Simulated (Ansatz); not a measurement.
`O[SiH](F)S[SiH2]F` → `O[SiH](F)S` + `F[SiH]`  (silylene formation by 1,1-elimination)

Computed with Ansatz on PBE0-D4/def2-TZVP structures; ΔE is electronic, products minus reactants. CBS: MP2 limit from def2 TZ/QZ plus the TZ coupled-cluster correction, frozen cores. This one scheme is used for every species. DFT in def2-TZVPP. B3LYP here is the variant with VWN-RPA as its local correlation; programs differ in this. Each species was taken in one conformer, which may not be the lowest.

`O[SiH](F)S[SiH2]F`:

Cartesian coordinates in Å:
```
O -1.956 0.179 -0.669
Si -0.564 0.844 -1.164
F -0.202 2.095 -0.246
S 1.077 -0.523 -1.077
Si 1.127 -0.802 1.022
F -0.351 -1.189 1.532
H -1.940 -0.389 0.106
H -0.729 1.300 -2.550
H 1.507 0.421 1.756
H 2.032 -1.937 1.291
```

`O[SiH](F)S`:

Z-matrix (Å, degrees):
```
Si
F 1 1.594
S 1 2.124 2 107.3
O 1 1.624 2 112.2 3 -119.5
H 1 1.470 2 107.1 3 123.8
H 3 1.344 1 93.3 2 34.3
H 4 0.959 1 118.6 2 71.2
```

`F[SiH]`:

Cartesian coordinates in Å:
```
F -0.807 -0.623 -0.708
Si -0.294 0.603 0.205
H 1.101 0.020 0.503
```

```csv
level,ΔE (kJ/mol),difference from CCSD(T)/CBS
PBE-D4,274.2,-2.0
r2SCAN-D4,297.2,21.0
PBE0-D4,287.5,11.3
B3LYP-D4,269.1,-7.1
ωB97X-V,283.6,7.4
ωB97M-V,268.7,-7.5
B2PLYP,265.8,-10.4
PBE,262.3,-13.9
r2SCAN,294.2,18.0
PBE0,277.0,0.8
B3LYP,249.8,-26.4
HF/def2-TZVPP,259.3,-16.9
MP2/def2-TZVPP,290.2,14.0
SCS-MP2/def2-TZVPP,275.9,-0.3
CCSD/def2-TZVPP,263.6,-12.6
CCSD(T)/def2-TZVPP,268.0,-8.2
HF/def2-QZVPP,258.7,-17.5
MP2/def2-QZVPP,294.7,18.5
SCS-MP2/def2-QZVPP,280.7,4.5
HF/CBS(def2),258.6,-17.6
MP2/CBS(def2),298.4,22.2
CCSD/CBS(def2),271.8,-4.4
CCSD(T)/CBS,276.2,0
```

Largest T1 diagnostic among the species: 0.015.

In def2-TZVPP, CCSD(T) changes the Hartree–Fock value by +8.8 kJ/mol (the triples alone add +4.4 kJ/mol) and MP2 by +30.9 kJ/mol. The D4 term adds +19.4 kJ/mol with B3LYP and +10.5 kJ/mol with PBE0; it sums over pairs of atoms, weighted by their polarisabilities, and B3LYP, whose exchange is more repulsive, gets the larger term.

CCSD(T)/CBS has its own doubt, a few kJ/mol and more with outer-core shells, so smaller differences from it don't rank the levels.
